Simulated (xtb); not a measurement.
xtb input (GFN2-xTB):

```bash
xtb mol.xyz --gfn 2 --ohess tight --chrg 1 --uhf 0
```
mol.xyz:
```
14

N     -2.37450016     0.64271540    -1.45098363
Si    -1.66593340    -0.07866528    -0.10378683
O      0.13844217     0.05953218    -0.31113111
Si     1.45447177    -0.61007338     0.65213007
N      2.65578528     0.58983188     0.81873869
H     -2.76595757     1.57682325    -1.44031032
H     -2.59233247     0.09311023    -2.32352338
H     -1.82979264    -1.53785389    -0.07153342
H     -1.94753799     0.63733304     1.08327774
H      0.30710612     0.62636529    -1.05391710
H      0.69530333    -0.94364944     1.85497135
H      1.98943740    -1.68857394    -0.23359470
H      2.56053550     1.35476659     1.56068153
H      3.51474951     0.62322082     0.30780845
```

End of the output:

```
   ------------------------------------------------------------------------

         :::::::::::::::::::::::::::::::::::::::::::::::::::::
         ::                  THERMODYNAMIC                  ::
Note: The following floating-point exceptions are signalling: IEEE_UNDERFLOW_FLAG IEEE_DENORMAL
normal termination of xtb
         :::::::::::::::::::::::::::::::::::::::::::::::::::::
         :: total free energy         -17.604753235732 Eh   ::
         ::.................................................::
         :: total energy              -17.668922094368 Eh   ::
         :: zero point energy           0.098167107088 Eh   ::
         :: G(RRHO) w/o ZPVE           -0.033998248452 Eh   ::
         :: G(RRHO) contrib.            0.064168858636 Eh   ::
         :::::::::::::::::::::::::::::::::::::::::::::::::::::

optimized geometry written to: xtbopt.xyz

           -------------------------------------------------
          | TOTAL ENERGY              -17.668922094368 Eh   |
          | TOTAL ENTHALPY            -17.559872410659 Eh   |
          | TOTAL FREE ENERGY         -17.604753235732 Eh   |
          | GRADIENT NORM               0.000258777454 Eh/α |
          | HOMO-LUMO GAP               5.270081553857 eV   |
           -------------------------------------------------

------------------------------------------------------------------------
------------------------------------------------------------------------
 total:
 SCF:
 ANC optimizer:
 analytical hessian:
```

It need not be the lowest isomer of its formula.
